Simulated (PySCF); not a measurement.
# Vertical excitation energies

Compound: C3F4N2S.
Numbering: `[F:1][c:2]1[n:3][n:4][s:5][c:6]1[C:7]([F:8])([F:9])[F:10]`

Cartesian coordinates in Å at the GFN2-xTB level; atoms count from 1:
```
atom  x, y, z in Å
F1     0.5789    2.0617    0.4438
C2     0.9338    0.8184    0.2161
N3     2.2178    0.4554    0.2185
N4     2.3989   -0.7678   -0.0165
S5     1.0240   -1.6245   -0.2691
C6     0.0608   -0.2292   -0.0445
C7    -1.4267   -0.1861   -0.1224
F8    -1.8564    0.6390   -1.0853
F9    -1.9801    0.2312    1.0230
F10   -1.9422   -1.3933   -0.3862
```

The calculation used PySCF, TDDFT CAM-B3LYP/def2-SVPD, vertical, gas phase, core orbitals frozen in the response.

Question: List the vertical singlet excitations with oscillator strengths and describe the spectrum.

Answer: 

```json
{"state": "S1", "λ (nm)": "307.1", "E (eV)": "4.04", "f": "0.0019", "symmetry": "–", "main configurations (H = HOMO, L = LUMO)": "H→L (98%)"}
{"state": "S2", "λ (nm)": "230.7", "E (eV)": "5.37", "f": "0.066", "symmetry": "A′", "main configurations (H = HOMO, L = LUMO)": "H-1→L (85%)"}
{"state": "S3", "λ (nm)": "203.1", "E (eV)": "6.10", "f": "0.066", "symmetry": "A′", "main configurations (H = HOMO, L = LUMO)": "H→L+1 (44%), H-2→L (42%), H-1→L (8%)"}
{"state": "S4", "λ (nm)": "199.9", "E (eV)": "6.20", "f": "0.0023", "symmetry": "A″", "main configurations (H = HOMO, L = LUMO)": "H-1→L+1 (93%)"}
{"state": "S5", "λ (nm)": "188.4", "E (eV)": "6.58", "f": "0.065", "symmetry": "A′", "main configurations (H = HOMO, L = LUMO)": "H-2→L (46%), H→L+1 (42%)"}
{"state": "S6", "λ (nm)": "186.7", "E (eV)": "6.64", "f": "0.0014", "symmetry": "–", "main configurations (H = HOMO, L = LUMO)": "H-3→L (94%)"}
{"state": "S7", "λ (nm)": "183.7", "E (eV)": "6.75", "f": "0.0035", "symmetry": "A″", "main configurations (H = HOMO, L = LUMO)": "H→L+3 (95%)"}
{"state": "S8", "λ (nm)": "175.3", "E (eV)": "7.07", "f": "0.0001", "symmetry": "–", "main configurations (H = HOMO, L = LUMO)": "H-2→L+1 (91%)"}
```

Triplets (Tamm–Dancoff): T1 3.29 eV, H→L (92%); T2 3.58 eV, H-1→L (93%); T3 4.53 eV, H-2→L (91%).

The lowest singlet comes at 307 nm (390 kJ/mol) in the ultraviolet; it is very weak; its leading configuration is HOMO→LUMO (98%). The largest oscillator strength of a single state is 0.066. Löwdin shares by element: HOMO nitrogen 74%, sulfur 12%, carbon 8% or more; LUMO nitrogen 40%, sulfur 26%, carbon 19% or more (atoms not listed hold the other 16%). Weighted by f, the mean energy of these states is 6.01 eV. The oscillator strengths of these states sum to 0.206; summed over the whole spectrum of an exact calculation they would give the number of electrons, 84 (Thomas–Reiche–Kuhn). Of the 8 states listed, 3 reach f = 0.01 and 1 stays under 0.0005. Symmetry labels in Cs follow from the direction of the transition dipole and are given only for states with f of 0.002 or more. Only the lowest 8 singlets were computed, as vertical energies without vibronic structure.
